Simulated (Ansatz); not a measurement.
The same path of CH5Sb (7 atoms, charge 0, multiplicity 1) was run 3 times with different band settings. The coordinate that changes most is the dihedral H4–C1–Sb2–H7.

Level of theory: RKS PBE0/def2-SVP (Ansatz 0.2.0).

Relaxed end points:

```xyz
7
Properties=species:S:1:pos:R:3
C -0.612 -0.480 -0.406
Sb 0.675 0.181 1.221
H -0.442 -1.552 -0.578
H -1.660 -0.332 -0.110
H -0.408 0.078 -1.328
H 0.414 1.850 0.904
H 2.094 0.187 0.252
```

```xyz
7
Properties=species:S:1:pos:R:3
C -0.542 -0.517 -0.461
Sb 1.087 -0.034 0.901
H -1.295 -1.104 0.083
H -1.004 0.392 -0.865
H -0.145 -1.127 -1.284
H 0.192 1.177 1.728
H 1.767 1.145 -0.148
```

Common settings: climbing image yes; spring 5.0 eV/Å²; start path through a guess of the saddle point; force threshold 0.05 eV/Å; iteration limit 60; end points relaxed.

| run | movable images | optimiser | largest step |
| --- | --- | --- | --- |
| 1 | 5 | quadratic models (default) | default |
| 2 | 5 | fire | 0.5 Å |
| 3 | 2 | quadratic models (default) | default |

(1) What does each run give, and how far can it be trusted?

## Answers

(1) Run 1: converged after 6 iterations, highest image 0.040 eV above the first end. A vibrational analysis at the climbing image gives one clearly imaginary mode, 157i cm⁻¹: a first-order saddle point.
Run 2: converged after 31 iterations, highest image 0.040 eV above the first end. Another band between the same ends (5 images) ends at a top of the same energy, where a vibrational analysis finds 1 clearly imaginary mode.
Run 3: converged after 5 iterations, highest image 0.037 eV above the first end. Another band between the same ends (5 images) ends at a top of the same energy, where a vibrational analysis finds 1 clearly imaginary mode. So few images can step over the top or miss a turn of the path.
